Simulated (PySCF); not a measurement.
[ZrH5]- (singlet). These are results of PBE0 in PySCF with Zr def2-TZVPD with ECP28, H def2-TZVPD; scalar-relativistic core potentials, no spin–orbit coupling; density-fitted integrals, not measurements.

Harmonic bands of its minimum:

| ω (cm⁻¹) | IR (km/mol, summed over degenerate members) | degeneracy |
| --- | --- | --- |
| 344 | 234 | 2 |
| 465 | 0.0 | 1 |
| 562 | 286 | 2 |
| 658 | 88.5 | 1 |
| 739 | 0.0 | 1 |
| 1447 | 0.0 | 1 |
| 1449 | 972 | 1 |
| 1471 | 2404 | 2 |
| 1610 | 59.0 | 1 |

Problem. The central atom is Zr. Infer the point group and assign the bands.

Solution. C4v. The modes span 3e + 2b1 + 3a1 + b2: 344 e, 465 b1, 562 e, 658 a1, 739 b2, 1447 b1, 1449 a1, 1471 e, 1610 a1. The computed geometry has Zr–H 1.903 Å (×4), Zr–H 1.939 Å; H–Zr–H 80.6° (×4), H–Zr–H 113.8° (×4), H–Zr–H 132.4° (×2).

Stability towards spin polarisation was not tested. This need not be the most stable arrangement of these atoms. The lowest empty level of this anion is unbound, so it and the gap depend on the basis.
